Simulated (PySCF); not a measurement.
# Worked example: chemical shift, span and skew from a shielding tensor

Si(All)(H)2(OH) (C3H8OSi), SMILES C(=C)C[SiH2]O. Atoms are numbered in the order given.

```xyz
13

Si     0.6711     0.4651     0.9699
O      2.0067     0.0174     0.0755
C     -0.8352    -0.5857     0.5215
C     -0.9877    -0.6533    -0.9624
C     -1.7987     0.1067    -1.7044
H      1.0518     0.2677     2.3967
H      0.3168     1.8996     0.7240
H      1.9607     0.2104    -0.8655
H     -0.7016    -1.5917     0.9528
H     -1.7196    -0.1302     0.9988
H     -0.3308    -1.3684    -1.4746
H     -1.8214     0.0184    -2.7935
H     -2.4755     0.8373    -1.2492
```
Charge 0, spin multiplicity 1.

Coordinates come from a PBE0-D3(BJ)/def2-SVP optimisation. The values are those of a single conformer.

GIAO shieldings from KT2/pcSseg-1 (PySCF), non-relativistic, no solvent. The symmetric part of the tensor of C3 has the principal values 135.5, 155.5, 174.1 ppm. The same nucleus in TMS has σ = 185.1 ppm at this level (PySCF, at its B3LYP-D3(BJ)/def2-TZVP geometry).

Work out the isotropic shielding, the ¹³C shift against TMS, the span and the skew.


σ(iso) = (σ11 + σ22 + σ33)/3 = 155.0 ppm. δ = σ(ref) − σ(iso) = 185.1 − (155.0) = 30.1 ppm.
Span Ω = σ33 − σ11 = 38.6 ppm. Skew κ = 3(σ(iso) − σ22)/Ω = -0.04. Tumbling in solution averages the tensor to δ; in a static solid the shielding alone would spread this spin-1/2 line over Ω.
